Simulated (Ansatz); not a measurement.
One change: `[SiH3]C1BN1` becomes `B1CN1`.

Ansatz, PBE0-D4/def2-TZVP geometries, multiplicity 1. 

| property | `[SiH3]C1BN1` |
| --- | --- |
| LUMO energy (ωB97M-V/def2-TZVPP) / eV | 1.67 |
| HOMO–LUMO gap (PBE0/def2-TZVPP) / eV | 7.27 |
| LUMO energy (PBE0/def2-TZVPP) / eV | -0.17 |
| HOMO–LUMO gap (ωB97M-V/def2-TZVPP) / eV | 11.38 |
| zero-point energy (PBE0-D4/def2-TZVP) / kJ/mol | 179.8 |
| HOMO energy (PBE0/def2-TZVPP) / eV | -7.44 |

Problem. Give the same properties after the change, and the shifts. (Estimate.)

Solution. Ansatz gave: 
```csv
property,`B1CN1`,shift
LUMO energy (ωB97M-V/def2-TZVPP) / eV,2.04,0.37
HOMO–LUMO gap (PBE0/def2-TZVPP) / eV,7.94,0.67
LUMO energy (PBE0/def2-TZVPP) / eV,0.23,0.40
HOMO–LUMO gap (ωB97M-V/def2-TZVPP) / eV,12.09,0.71
zero-point energy (PBE0-D4/def2-TZVP) / kJ/mol,141.3,-38.5
HOMO energy (PBE0/def2-TZVPP) / eV,-7.71,-0.27
```

With PBE0 the HOMO falls by 0.27 eV and the LUMO rises by 0.40 eV, so the gap widens by about 0.67 eV. PBE moves the HOMO by -0.20 eV and ωB97M-V by -0.34 eV. The zero-point energy changes by -38.5 kJ/mol with -9 modes.
